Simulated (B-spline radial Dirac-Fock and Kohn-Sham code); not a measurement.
Hf⁴⁺: non-radiative channels of the 3p3/2 vacancy

System: the Hf⁴⁺ ion in the configuration [Xe] 4f14, inside a Watson sphere of charge -4 and radius 1.8 Å (a model of the Madelung potential; inside it an electron's potential energy is raised by 32.0 eV).

The run's input, task.json:

```json
{"items": [{
  "Z": 72,
  "q": 4,
  "cfg": [[1, 0, 2], [2, 0, 2], [2, 1, 6], [3, 0, 2], [3, 1, 6], [3, 2, 10], [4, 0, 2], [4, 1, 6], [4, 2, 10], [4, 3, 14], [5, 0, 2], [5, 1, 6]],
  "A": 180,
  "rrms": 5.347,
  "watson": [-4, 1.8],
  "do": ["binding", "quiet", "decay"],
  "holes": ["K", "L1", "L2", "L3", "M1", "M2", "M3", "M4", "M5", "N1", "N2", "N3", "N4", "N5", "N6", "N7"]
}]}
```

Run with: `python xray_run.py task.json out`

Method: one-electron (LDA, Dirac) transition rates at Dirac-Fock energies. Computed with a radial B-spline solver. Kinetic energies are configuration averages from the vacuum level; the two-hole energies are estimated from single-hole states.

```
transition  kinetic energy (eV)  width (meV)  share (%)
   M3-M5N3                14.25         1580       15.8
   M3-M4N4                121.2          130        1.3
   M3-M4N5                131.0          129        1.3
   M3-M5N4                174.7          592        5.9
   M3-M5N5                186.5          827        8.3
   M3-M4O3                329.8         77.6        0.8
   M3-M4N6                334.6          194        1.9
   M3-M4N7                335.5          285        2.9
   M3-M5O1                343.1          160        1.6
   M3-M5O2                375.4          140        1.4
   M3-M5O3                384.5          199        2.0
   M3-M5N6                388.2         1980       19.8
   M3-M5N7                390.8         2380       23.9
   M3-N1N3               1140.7         61.7        0.6
   M3-N2N3               1235.4         74.4        0.7
   M3-N3N3               1293.4          102        1.0
   M3-N3N4               1454.3          145        1.4
   M3-N3N5               1467.0          191        1.9
   M3-N2N7               1608.3         35.2        0.4
   M3-N3N6               1665.4          104        1.0
   M3-N3N7               1667.7          119        1.2
   M3-N4N7               1827.7         30.2        0.3
   M3-N6N7               2038.9         90.7        0.9
   M3-N7N7               2041.1         35.5        0.4
```

Coster-Kronig rates are the weakest part of this model and often come out 1.5 to 2.5 times too large. The listed channels hold 97 % of the non-radiative rate. Summed by principal shells, of 9.97 eV in all: MMN 81.2 %, MNN 11.2 %, MMO 6.3 %, MNO 1.3 %.
